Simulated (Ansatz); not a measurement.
Geometry optimisation, RKS B3LYP-D4/6-31G in Ansatz.

input.yaml

```yaml
crystal:
  periodic: [false, false, false]
  atoms:
    - { symbol: Si, position_ang: [0.0, 0.0, 0.0] }
    - { symbol: H, position_ang: [0.0, 0.0, 1.46] }
    - { symbol: Si, position_ang: [2.0935, 0.0, -0.7393] }
    - { symbol: H, position_ang: [2.5508, -1.3762, -0.9079] }
    - { symbol: H, position_ang: [2.1573, 0.6939, -2.0222] }
    - { symbol: H, position_ang: [2.951, 0.6823, 0.2255] }
    - { symbol: Cl, position_ang: [-1.0032, 1.7381, -0.7093] }
    - { symbol: Si, position_ang: [-1.0456, -1.8115, -0.7393] }
    - { symbol: H, position_ang: [-1.7029, -2.4846, 0.3772] }
    - { symbol: H, position_ang: [-2.0454, -1.4265, -1.7311] }
    - { symbol: H, position_ang: [-0.0777, -2.7173, -1.3511] }
basis:
  gaussian: { orbitals: "6-31G" }
hamiltonian:
  xc: b3lyp
  dispersion: d4
relax:
  f_tol: 0.02
  max_steps: 40
```

Run as:

```bash
$ ansatz run input.yaml --threads 1 --pin off --max-ram 2048MiB --backend cpu --events-out ev --progress --plain --runs-dir out
```

Where does it end, and by what steps?

It converged. The force dipped under the threshold on the way, but the program's further checks kept it going. Limits of this set-up: no polarisation functions. After 16 steps the energy has fallen by 0.580 eV; H9 moved furthest, 1.10 Å.

```csv
step,energy less start (eV),largest force component (eV/Å),accepted
0,0.0000,1.186,yes
1,-0.4819,0.301,yes
2,-0.5134,0.087,yes
3,-0.5179,0.035,yes
4,-0.5319,0.059,yes
5,-0.5351,0.234,yes
6,-0.5411,0.151,yes
7,-0.5523,0.014,yes
8,-0.5581,0.209,yes
9,-0.5634,0.136,yes
10,-0.5718,0.012,yes
11,-0.5738,0.173,yes
12,-0.5770,0.066,yes
13,-0.5787,0.004,yes
14,-0.5797,0.045,yes
15,-0.5799,0.034,yes
16,-0.5802,0.013,yes
```

```xyz
11
Properties=species:S:1:pos:R:3
Si 0.122 -0.210 0.189
H 0.291 -0.458 1.661
Si 2.210 0.169 -0.861
H 3.057 -1.065 -0.709
H 1.992 0.437 -2.320
H 2.905 1.334 -0.224
Cl -1.023 1.699 0.050
Si -1.217 -1.883 -0.819
H -2.541 -1.974 -0.125
H -1.418 -1.550 -2.267
H -0.501 -3.201 -0.712
```

Whether the end is a true minimum wasn't checked by a vibrational analysis.

Run time: 120 s on 1 thread of Arm Neoverse N1, on a shared host, peak memory 0.16 GiB.
